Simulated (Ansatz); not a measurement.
SeSn (`[Se][Sn]`), 2 atoms. The species carries charge 0 and has multiplicity 1. Correlated methods include outer-core shells of Se, Sn, which these sets cover unevenly. Scalar relativity is left out up to krypton. Sn: def2 effective core potential. All runs use 4 threads of an Arm Neoverse V1 on a shared host. Correlated methods freeze the cores. Open-shell runs search over several starts.

(1) Give the basis size and wall time and peak host memory of each of these runs in Ansatz. UKS B2PLYP (frozen core)/def2-TZVPP energy of the cation; UKS ωB97M-V/def2-TZVPP energy of the cation; RHF-CCSD(T)/def2-SVP energy; RKS PBE0-D4/def2-SVP energy; RKS ωB97M-V/def2-QZVPP energy; UKS r2SCAN-D4/def2-TZVPP energy of the cation; RHF-CCSD(T)/def2-TZVPP energy; RKS PBE-QIDH (frozen core)/def2-TZVPP energy; UKS ωB97X-V/def2-TZVPP energy of the cation; UKS PBE0-D4/def2-TZVPP energy of the cation; RKS r2SCANh-D4/def2-TZVPP energy; RKS PBE0-D4/def2-TZVP frequencies. (An estimate is asked.)

Results:

(1) Ansatz gave: Other jobs shared the machine, so times are rough.

```json
{"level": "RKS PBE0-D4/def2-SVP", "job": "energy", "functions": "58", "wall time": "0.5 s", "peak host memory (GiB)": "0.11"}
{"level": "RHF-CCSD(T)/def2-SVP", "job": "energy", "functions": "58", "wall time": "0.6 s", "peak host memory (GiB)": "0.12"}
{"level": "RKS PBE-QIDH (frozen core)/def2-TZVPP", "job": "energy", "functions": "98", "wall time": "1.4 s", "peak host memory (GiB)": "0.17"}
{"level": "RKS r2SCANh-D4/def2-TZVPP", "job": "energy", "functions": "98", "wall time": "1.4 s", "peak host memory (GiB)": "0.19"}
{"level": "RHF-CCSD(T)/def2-TZVPP", "job": "energy", "functions": "98", "wall time": "2 s", "peak host memory (GiB)": "0.3"}
{"level": "RKS ωB97M-V/def2-QZVPP", "job": "energy", "functions": "171", "wall time": "4 s", "peak host memory (GiB)": "0.46"}
{"level": "UKS PBE0-D4/def2-TZVPP", "job": "energy of the cation", "functions": "98", "wall time": "5.5 s", "peak host memory (GiB)": "0.27"}
{"level": "UKS B2PLYP (frozen core)/def2-TZVPP", "job": "energy of the cation", "functions": "98", "wall time": "8.5 s", "peak host memory (GiB)": "0.36"}
{"level": "RKS PBE0-D4/def2-TZVP", "job": "frequencies", "functions": "98", "wall time": "9 s", "peak host memory (GiB)": "0.18"}
{"level": "UKS ωB97X-V/def2-TZVPP", "job": "energy of the cation", "functions": "98", "wall time": "15 s", "peak host memory (GiB)": "0.37"}
{"level": "UKS r2SCAN-D4/def2-TZVPP", "job": "energy of the cation", "functions": "98", "wall time": "15 s", "peak host memory (GiB)": "0.23"}
{"level": "UKS ωB97M-V/def2-TZVPP", "job": "energy of the cation", "functions": "98", "wall time": "18 s", "peak host memory (GiB)": "0.41"}
```
